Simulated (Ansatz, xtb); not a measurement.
# Isomers of HPSTe in order of energy

4 gas-phase structures of HPSTe, found in a search over its isomers (lower ones may exist). Each was relaxed with GFN2-xTB; where two conformers were screened, the lower at r2SCAN-D4/def2-SVP is listed:

A. `S=[PH]=[Te]`, a singlet
B. `P1S[Te]1`, a singlet
C. `SP=[Te]`, a singlet
D. `S=P[TeH]`, a singlet

Which do you expect lowest at r2SCAN-D4/def2-SVP, and how would the others follow?

Calculated order at r2SCAN-D4/def2-SVP: C (0.000), D (0.125), A (0.173), B (0.304) eV.

Energies above the lowest of each column, in eV; the last columns are at B3LYP-D4/def2-TZVP geometries (a dash: not run or not comparable):

```tsv
structure	GFN2-xTB	HF/STO-3G	r2SCAN-D4/def2-SVP	B3LYP-D4/def2-TZVP	CCSD(T)/def2-TZVPP
C	0.512	0.658	0.000	0.000	0.000
D	0.223	1.057	0.125	0.121	0.186
A	0.733	1.914	0.173	0.134	–
B	0.000	0.000	0.304	0.084	0.042
```

CCSD(T)/def2-TZVPP has B and C within 1 kcal/mol of each other at the bottom, and every level picks one of them. CCSD(T)/def2-TZVPP orders those it was run on as C (0.000), B (0.042), D (0.186) eV. Less than 1 kcal/mol parts C and B, so the order within that pair means little. Flexible structures stand in one conformer each, not always the lowest. Frequencies (B3LYP-D4/def2-TZVP) were run for B, C, D alone. Atoms past krypton carry core potentials in the def2 sets, without spin–orbit terms.

Over these structures GFN2-xTB departs from r2SCAN-D4/def2-SVP by 0.319 eV on average once a common shift is removed. A GFN2-xTB relaxation took about 0.077 s and the r2SCAN-D4/def2-SVP energy about 1.1 s on a shared host (Ansatz 0.2.0, xtb 6.7.1).
